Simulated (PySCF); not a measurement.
Gas-phase reaction: SnH3Cl + 2 Cl2 ⇌ SnCl2 + 3 HCl

Energies from PySCF, thermal terms from the rigid-rotor harmonic-oscillator model, ideal gas at 1 bar. † marks an energy on the PBE0/def2-TZVP geometry and frequencies. All species are closed-shell singlets. Sn: scalar-relativistic def2 core potential, no spin-orbit coupling. SnH3Cl: computed as isolated molecules; such fragments, hydroxides, amides, oligomers or adducts are transient or little studied in the gas. The harmonic model lacks anharmonicity and excited electronic states, which grow with temperature; levels with a mode under 35 cm⁻¹ are left out. Soft modes under 120 cm⁻¹ make the harmonic entropy rough for SnCl2.

| level | ΔE electronic, kJ | ΔH°(298 K), kJ | ΔS°(298 K), J/K | ΔG°(1200 K), kJ |
|---|---|---|---|---|
| HF/def2-TZVP† | -497 | -493 | 145 | -665 |
| PBE/def2-TZVP† | -460 | -456 | 145 | -628 |
| r2SCAN/def2-TZVP† | -475 | -471 | 145 | -643 |
| ωB97M-V/def2-TZVP† | -461 | -457 | 145 | -630 |
| ωB97X-V/def2-TZVP† | -456 | -452 | 145 | -624 |
ΔH° is lowest at HF/def2-TZVP† and highest at ωB97X-V/def2-TZVP†. No reference value is set beside these.
